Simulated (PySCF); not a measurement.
## How methods differ on the excitation energy of Pm²⁺

Pm²⁺ [Xe] 4f5 (high-spin determinant) → Pm²⁺ [Xe] 4f4 6p1 (high-spin determinant), as a difference of total energies. All numbers are calculated (PySCF 2.14, the spin-free X2C one-electron Hamiltonian (Gaussian nucleus), in cc-pVDZ-X2C (8s7p5d3f1g, 84 functions)). Correlated levels: valence: [Kr] 4d10 frozen; valence and next inner shell: [Ar] 3d10 frozen. The calculations carry no spin-orbit coupling.

```tsv
method	excitation energy (cm⁻¹)
UHF	51412
LDA	73811
PBE	70429
PBE0	67598
r2SCAN	68137
MP2 (valence)	61515
SCS-MP2 (valence)	57101
MP2 (valence and next inner shell)	62508
SCS-MP2 (valence and next inner shell)	57678
```

A first-order spin-orbit estimate (lowest level to lowest level, LS coupling) adds -0.238 eV.

The basis was made for the ground configuration and has no added diffuse functions, so the excitation energy can come out too high.

The determinant of the upper state and of the lower state mixes LS terms, which raises its energy above the lowest term, most at the Hartree-Fock and MP2 levels.
